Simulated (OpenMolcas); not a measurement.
**5d³ along the 71-electron sequence**

```json
{"Program": "OpenMolcas 26.06", "Method": "MS-RASPT2, IPEA 0.25 Eh, imaginary shift 0.1 Eh", "Basis": "ANO-RCC-VTZP", "Scalar Hamiltonian": "DKH2, point nucleus", "Spin-orbit coupling": "state interaction with AMFI integrals over the reference wave functions, term energies averaged over their components"}
```

Active space for each ion: 9 electrons in 8 orbitals (RAS1 5p, at most 2 holes; RAS2 5d); closed shells correlated by CASPT2: 5s.

Computed levels in cm-1 above ⁴F_3/2:

```tsv
Level	Ta2+	W3+	Re4+	Os5+	Ir6+	Pt7+
⁴F_5/2	2740	3860	5120	6770	8720	10760
⁴F_7/2	5320	7290	9440	12020	14960	17940
²P_1/2	9910	19410	24730	29970	35670	41500
²G_7/2	12960	16530	20110	23920	28450	33150
⁴P_5/2	14820	18440	22070	25990	30290	34810
⁴P_1/2	15260	12110	14950	17450	20100	22930
²H_11/2	19240	23920	28550	33480	39200	45120
²D_5/2(1)	19620	25180	30610	36160	42330	48640
²F_7/2	25230	31140	36760	42260	48350	54760
weight of ⁴F in the lowest level (%)	88	86	84	81	78	75
```

Mixed levels, with the weight of the term that names them: Ta2+ ²P_1/2 (53 %), Ta2+ ⁴P_1/2 (53 %), W3+ ²P_1/2 (52 %), W3+ ⁴P_1/2 (52 %), Re4+ ²P_1/2 (64 %), Re4+ ⁴P_1/2 (64 %), Os5+ ²P_1/2 (66 %), Os5+ ⁴P_1/2 (66 %), Ir6+ ²P_1/2 (67 %), Ir6+ ⁴P_1/2 (67 %), Pt7+ ²P_1/2 (67 %), Pt7+ ²G_7/2 (73 %), Pt7+ ⁴P_1/2 (67 %).

Measured, with the error of the calculation in %. Measured levels: W3+ from the list in J. Phys. B 45, 035001 (2012); Re4+ from the list in Brasseur, Gamrath and Quinet, At. Data Nucl. Data Tables 157, 101636 (2024); Os5+ from the list in Brasseur, Palmeri and Quinet, Atoms 13, 11 (2025).

```json
{"Level": "⁴F_5/2", "W3+": "3537 (+9.0)", "Re4+": "4853 (+5.6)", "Os5+": "6397 (+5.8)"}
{"Level": "⁴F_7/2", "W3+": "6745 (+8.1)", "Re4+": "8973 (+5.2)", "Os5+": "11444 (+5.0)"}
{"Level": "²P_1/2", "W3+": "", "Re4+": "23669 (+4.5)", "Os5+": "28860 (+3.8)"}
{"Level": "²G_7/2", "W3+": "15261 (+8.3)", "Re4+": "19013 (+5.8)", "Os5+": "22920 (+4.4)"}
{"Level": "⁴P_5/2", "W3+": "17190 (+7.3)", "Re4+": "20922 (+5.5)", "Os5+": "24828 (+4.7)"}
{"Level": "⁴P_1/2", "W3+": "", "Re4+": "14325 (+4.4)", "Os5+": "16772 (+4.0)"}
{"Level": "²H_11/2", "W3+": "22223 (+7.6)", "Re4+": "27077 (+5.4)", "Os5+": "32156 (+4.1)"}
{"Level": "²D_5/2(1)", "W3+": "22766 (+10.6)", "Re4+": "28739 (+6.5)", "Os5+": "34418 (+5.1)"}
{"Level": "²F_7/2", "W3+": "28412 (+9.6)", "Re4+": "34625 (+6.2)", "Os5+": "40447 (+4.5)"}
```

The fine-structure level ⁴F_7/2 changes by a factor of 3.37 from Ta2+ to Pt7+. Its fourth root runs 8.54, 9.24, 9.86, 10.47, 11.06, 11.57, with steps per unit of Z of 0.70, 0.62, 0.61, 0.59, 0.51; equal steps would mean a (Z - σ)^4 law with constant σ.

²P_1/2 changes by a factor of 4.19 over the same range, with steps per unit of Z of +9500, +5320, +5240, +5700, +5830 cm-1.

CASPT2 breaks the degeneracy within a term, and the mean is taken; among the terms shown or strongly mixed into the levels shown the widest spread is 1100 cm-1 (5d³ ⁴F, Ir6+). Over all roots computed the reference weight is 0.91 to 0.97 in W3+; the roots of lowest weight are the least certain, and an intruder state may touch them. Active for correlation alone: 5p; no level in the range computed is led by a configuration that opens it, so any true level of that kind is missing. The CASPT2 spread within a term exceeds the gap to the next term for 5d³ ²G and 5d³ ⁴P, so the order of their levels is uncertain (figures for Ta2+; the like holds for W3+). Measured partners are found by configuration, term and J. A level has none where our copy of the source lacks it or the pairing is in doubt (some pairs that miss far off the trend of their configuration count as doubtful), and it then counts in no deviation. Only configurations of the active space appear.

A number in round brackets counts repeated terms of one configuration in the order of the reference energies.
